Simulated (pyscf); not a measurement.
**F–W(F)(F)(F)(F)–SH (SMILES [F][W]([F])([F])([F])([F])[SH]), singlet**

Gas-phase minimum from PySCF at ωB97X-D3(BJ)/def2-SVP, one conformer. 

```xyz
8

F      0.5324    -0.1441     1.0404
W     -0.9544     0.1028    -0.0162
F     -1.2533    -1.7027    -0.2776
F     -2.1595     0.4008    -1.3777
F     -2.0201    -0.1295     1.4995
F     -1.1005     1.9037     0.3740
S      0.7438     0.3117    -1.6141
H     -0.0599     0.5263    -2.6755
```

Bond lengths (Å): F1–W2 1.841, W2–F3 1.849, W2–F4 1.843, W2–F5 1.867, W2–F6 1.849, W2–S7 2.341, S7–H8 1.349. Angles (°): F1–W2–F3 94.6, F1–W2–F4 167.0, F1–W2–F5 88.8, F1–W2–F6 94.2, F1–W2–S7 79.5, F3–W2–F4 87.0, F3–W2–F5 84.3, F3–W2–F6 165.6, F3–W2–S7 96.2, F4–W2–F5 104.3, F4–W2–F6 86.9, F4–W2–S7 87.5, F5–W2–F6 84.5, F5–W2–S7 168.3 (the first ones only).

Properties at ωB97X-D3(BJ)/def2-SVP:

```yaml
harmonic_wavenumbers_unscaled: 48, 97, 169, 213, 214, 255, 292, 295, 318, 400, 409, 667, 697, 718, 726, 737, 755, 2760 cm⁻¹
zero_point_energy: 14.0 kcal/mol
rotational_symmetry_number: 1
Entropy of this conformer at 298 K and 1 atm, rigid rotor and harmonic oscillator, modes under 100 cm⁻¹ raised to 100: 397.2 J/(mol K)
dipole_moment: 1.91 D
```

Single-point totals, which compare only within one level:

```csv
level,total energy (hartree)
ωB97X-D3(BJ)/def2-TZVP,-965.66441
PBE/def2-TZVP,-965.03585
r²SCAN/def2-TZVP,-965.44178
B3LYP-D3(BJ)/def2-TZVP,-965.65933
PBE0-D3(BJ)/def2-TZVP,-964.98286
M06-2X/def2-TZVP,-965.26961
ωB97M-D3(BJ)/def2-TZVP,-965.67534
```

The lowest mode is so soft that the shape along it may change with the basis. Soft torsions are taken as harmonic, which can shift the entropy by several J/(mol K). Elements past Kr carry the def2 core potentials, without spin-orbit coupling.
